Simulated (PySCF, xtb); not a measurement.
C3H8BFO, SMILES CCB(F)CO.

GFN2-xTB (xtb 6.7.1) at its own geometry gives an orbital gap of 4.42 eV and a dipole moment of 1.81 D.

Coordinates come from a r2SCAN-D4/def2-SVP optimisation. The structure was generated by enumeration, and PubChem lists no compound with its InChIKey, so it may never have been made. Other conformers were not sampled.

Question: What does PBE/def2-TZVP (PySCF) give? (The exact figures need the calculation; the answer reports its results.)

Answer: gap 4.80 eV (levels -5.99 and -1.20 eV), dipole 1.41 D.
